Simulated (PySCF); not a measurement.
Ligand exchange on a metal centre used in film growth or etching (Zr Cl-H). All species are isolated molecules in the gas phase.

Quantity: redistribution energy (mixed species minus the weighted end members), in kcal/mol.

Level 1: B3LYP-D3(BJ)/def2-TZVP // r2SCAN-D4/def2-SVP (PySCF)
Level 2: PBE-D3(BJ)/def2-TZVP // r2SCAN-D4/def2-SVP (PySCF)
Level 3: B3LYP/6-311+G** (LANL2DZ on Zr) // r2SCAN-D4/def2-SVP (PySCF)
Level 4: SVWN5/6-31G* (LANL2DZ on Zr) // r2SCAN-D4/def2-SVP (PySCF)

```
species                                 level 2  level 3  level 4
--------------------------------------  -------  -------  -------
1 of 4 Cl replaced by H: [Zr(Cl)3(H)]     -3.37    -3.88    -3.99
2 of 4 Cl replaced by H: [Zr(Cl)2(H)2]    -3.72    -4.21    -4.25
3 of 4 Cl replaced by H: [Zr(Cl)(H)3]     -2.49    -2.72    -2.96
```

What does level 1 give for each?


- 1 of 4 Cl replaced by H: [Zr(Cl)3(H)]: -3.35
- 2 of 4 Cl replaced by H: [Zr(Cl)2(H)2]: -3.66
- 3 of 4 Cl replaced by H: [Zr(Cl)(H)3]: -2.34
